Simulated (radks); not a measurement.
Results of a calculation; reference values are marked as such.
All-electron atom: Sn36+ in [Ne] 3s2 3p2. Code: a radial shooting solver on a logarithmic mesh with Libxc functionals. Model: Dirac Kohn-Sham, LB94 model potential, spin-unpolarised, spherical densities, finite nucleus; open shells fill j = l - 1/2 first; Fermi nuclear charge, rms radius 4.6519 fm.

Radial electron density D(r) = 4 pi r^2 rho(r):

| r (bohr) | D(r) (e/bohr) |
|---|---|
| 0.001124 | 1.949 |
| 0.001395 | 2.836 |
| 0.001731 | 4.100 |
| 0.002148 | 5.880 |
| 0.002688 | 8.455 |
| 0.003336 | 11.85 |
| 0.00414 | 16.34 |
| 0.005179 | 22.36 |
| 0.006428 | 29.51 |
| 0.007978 | 37.80 |
| 0.009901 | 46.69 |
| 0.01239 | 55.45 |
| 0.01537 | 61.96 |
| 0.01908 | 65.09 |
| 0.02368 | 64.03 |
| 0.02963 | 59.49 |
| 0.03677 | 54.93 |
| 0.04563 | 54.47 |
| 0.05664 | 60.48 |
| 0.07085 | 70.41 |
| 0.08794 | 74.97 |
| 0.1091 | 66.81 |
| 0.1365 | 46.75 |
| 0.1695 | 28.32 |
| 0.2103 | 20.44 |
| 0.261 | 19.35 |
| 0.3266 | 15.27 |
| 0.4053 | 7.671 |
| 0.503 | 2.167 |
| 0.6243 | 0.3078 |
| 0.781 | 0.01693 |
| 0.9694 | 0.0003689 |

D(r) has 2 maxima, at r = 0.0202, 0.0865 bohr, and minima at 0.0418 bohr, inside which lie 2.10 electrons.
